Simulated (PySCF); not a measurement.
Mapped SMILES: `[CH2:1]=[CH:2]/[CH:3]=[N:4]/[SiH3:5]`; H(Xn) means a hydrogen on atom n. Ha(C1) is cis to C3; Hb(C1) is trans to C3.

Geometry: PBE0-D3(BJ)/def2-SVP; GIAO shifts from PySCF, gas phase, non-relativistic, averaged over equivalent atoms.

At B3LYP/pcSseg-2 (285 basis functions, 62 s wall time on 1 thread of an Arm Neoverse N1, shared host):
```
 atoms  δ (ppm)
    C3    186.3
    C2    155.4
    C1    141.9
    N4    392.2
   Si5    -51.1
 H(C3)     8.89
 H(C2)     6.72
Hb(C1)     6.26
Ha(C1)     5.99
H(Si5)     4.87
```

Scale: 13C (179.19 ppm) and 29Si (324.61 ppm) and 1H (31.39 ppm) vs TMS; 15N (258.52 ppm) against NH3 (reference shieldings calculated alike).

Predict the values at B97-D/pcSseg-2 on the same geometry.

Answers


```json
{"atoms": "C3", "δ at B97-D/pcSseg-2": "179.4", "change": "-6.9"}
{"atoms": "C2", "δ at B97-D/pcSseg-2": "149.1", "change": "-6.3"}
{"atoms": "C1", "δ at B97-D/pcSseg-2": "136.4", "change": "-5.5"}
{"atoms": "N4", "δ at B97-D/pcSseg-2": "372.4", "change": "-19.8"}
{"atoms": "Si5", "δ at B97-D/pcSseg-2": "-50.5", "change": "+0.6"}
{"atoms": "H(C3)", "δ at B97-D/pcSseg-2": "8.97", "change": "+0.08"}
{"atoms": "H(C2)", "δ at B97-D/pcSseg-2": "6.64", "change": "-0.08"}
{"atoms": "Hb(C1)", "δ at B97-D/pcSseg-2": "6.23", "change": "-0.03"}
{"atoms": "Ha(C1)", "δ at B97-D/pcSseg-2": "5.96", "change": "-0.03"}
{"atoms": "H(Si5)", "δ at B97-D/pcSseg-2": "4.91", "change": "+0.04"}
```

δ = σ(ref) − σ, references computed at the same level: 13C (σ = 179.03 ppm), 29Si (σ = 336.56 ppm), 1H (σ = 31.40 ppm) against TMS; 15N (σ = 257.90 ppm) vs NH3.

The largest change is at N4 (imine nitrogen). Cost: 285 basis functions, 74 s wall time on 1 thread of an Arm Neoverse N1, shared host. The order of the carbon signals is the same at both levels.

Experimental scales use liquid or dissolved standards, which lie at an offset from isolated NH3 (liquid NH3: subtract about 20 ppm). Unscaled 15N shifts of sp2 nitrogen come out 20 to 40 ppm too high even then.
